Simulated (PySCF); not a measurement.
Ga(H)(SiH3)2 (GaH₇Si₂), SMILES [SiH3][GaH][SiH3]. Heavy atoms are numbered as in [GaH:1]([SiH3:3])[SiH3:7]. Hydrogens are named by the atom that carries them.

Geometry: ωB97X-D3(BJ)/def2-SVP.

Method: r2SCAN/def2-TZVP (PySCF).

ESP charges are fitted to the potential on shells at 1.4 to 2.0 van der Waals radii. Atomic charges (e), one atom of each kind:

```csv
atom,Löwdin,meta-Löwdin,ESP fit
Ga1 (GaH),0.10,0.11,0.56
H on Ga1,-0.08,-0.05,-0.23
Si3 (SiH3),0.08,0.18,-0.13
H on Si3,-0.02,-0.06,-0.01
```
